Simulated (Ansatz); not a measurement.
Basis sets compared for MgZn2⁺. Total charge 1; doublet. Geometry PBE/def2-TZVP. Ansatz on 4 threads of Arm Neoverse V1 on a shared host; times are rough, and most runs start from earlier orbitals.

```xyz
3

Mg    0.381   -2.669    0.564
Zn   -0.003    0.041   -0.013
Zn   -0.378    2.628   -0.550
```

The structure comes from a short search, and lower isomers may exist.

```tsv
level	functions	energy (Eh)	HOMO (eV)	LUMO (eV)	wall time
PBE/def2-SVP	80	-3757.3787	-8.58	-7.90	1.2 s
PBE0/def2-SVP	80	-3757.4480	-9.11	-7.12	1.9 s
```

Q: Estimate the rows for PBE/def2-TZVP, PBE0/def2-TZVP.

A: 
| level | functions | energy (Eh) | HOMO (eV) | LUMO (eV) | wall time |
| --- | --- | --- | --- | --- | --- |
| PBE/def2-TZVP | 128 | -3757.9865 | -8.78 | -8.07 | 1.8 s |
| PBE0/def2-TZVP | 128 | -3758.0345 | -9.28 | -7.26 | 3.7 s |
